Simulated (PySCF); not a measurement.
Stepwise substitution at one centre (Ga NH2-SH). Isolated molecules, 0 K electronic values unless said otherwise. One relaxed conformer stands for each flexible species; it need not be the lowest. Strings in code marks are SMILES.

The four lowest singlet excitations (Tamm–Dancoff). Level of theory: TPSSh-D3(BJ)/def2-TZVP // B3LYP-D3(BJ)/def2-TZVP in PySCF. Excitations are Tamm–Dancoff values on a coarser integration grid. The basis has no diffuse functions, so Rydberg states are missing or too high.

```
state  energy (eV)  wavelength (nm)  oscillator strength
-----  -----------  ---------------  -------------------
S1            5.01              247                0.000
S2            5.06              245                0.000
S3            5.59              222                0.014
S4            5.62              221                0.041
```

Q: Name which member gives these states.
(A) `[SH][Ga]([SH])[SH]`
(B) `[NH2][Ga]([NH2])[NH2]`
(C) `[NH2][Ga]([SH])[SH]`

A: A, `[SH][Ga]([SH])[SH]`
